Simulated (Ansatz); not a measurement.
Geometry optimisation, Ansatz 0.2.0, RKS PBE0-D4/def2-SVP.

input.yaml

```yaml
crystal:
  periodic: [false, false, false]
  atoms:
    - { symbol: S, position_ang: [1.0668, -0.4639, 0.4252] }
    - { symbol: In, position_ang: [-0.3956, 0.5209, -0.387] }
    - { symbol: H, position_ang: [0.1967, -1.4564, 0.9276] }
    - { symbol: H, position_ang: [-1.3033, 0.1146, -0.8809] }
    - { symbol: H, position_ang: [0.4852, 1.2111, -0.1263] }
basis:
  gaussian: { orbitals: def2-SVP }
hamiltonian:
  xc: pbe0
  dispersion: d4
relax:
  f_tol: 0.015
  max_steps: 40
output:
  orbitals: {}
```

Command:

```bash
$ ansatz run input.yaml --threads 1 --pin off --max-ram 2048MiB --backend cpu --events-out ev --progress --plain --runs-dir out
```

Question: Where does it end, and by what steps?

Answer: The forces met the threshold. After 10 steps the energy has fallen by 15.225 eV; H5 moved furthest, 1.03 Å. The start is strongly strained (largest force component 26 eV/Å).

| step | energy less start (eV) | largest force component (eV/Å) | accepted |
| --- | --- | --- | --- |
| 0 | 0.0000 | 25.771 | yes |
| 1 | -9.1948 | 11.090 | yes |
| 2 | -12.7674 | 4.893 | yes |
| 3 | -14.2288 | 2.421 | yes |
| 4 | -14.8211 | 1.065 | yes |
| 5 | -15.0931 | 0.440 | yes |
| 6 | -15.1883 | 0.405 | yes |
| 7 | -15.2183 | 0.323 | yes |
| 8 | -15.2198 | 0.213 | yes |
| 9 | -15.2247 | 0.018 | yes |
| 10 | -15.2249 | 0.013 | yes |

```xyz
5
Properties=species:S:1:pos:R:3
S 1.145 -0.948 0.919
In -0.189 0.622 -0.337
H 0.255 -1.958 0.807
H -1.695 0.039 -0.930
H 0.533 2.172 -0.500
```

Run time: 24 s on 1 thread of Arm Neoverse V1, with other jobs on the host, peak memory 0.12 GiB.
